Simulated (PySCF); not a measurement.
# B: excitation energy

B [He] 2s2 2p1 (2P) → B [He] 2s2 3s1 (2S), as a difference of total energies. All numbers are calculated (PySCF 2.14, the spin-free X2C one-electron Hamiltonian (Gaussian nucleus), in dyall-av3z (15s9p3d2f, 71 functions)). Correlated levels: valence: 1s2 frozen; virtual orbitals above 40 to 60 times the deepest correlated orbital energy dropped. The calculations carry no spin-orbit coupling.

```csv
method,excitation energy (eV)
UHF,4.977
MP2 (valence),5.054
SCS-MP2 (valence),5.036
CCSD (valence),4.908
CCSD(T) (valence),4.925
```

How much does correlation contribute at CCSD(T) (valence)?

4.925 − (4.977) = -0.052 eV, measured against UHF.

Errors of the correlated levels include the incompleteness of this basis and the frozen core.

For comparison: 4.963 eV (measured; NIST levels, between the centres of gravity of the two terms).
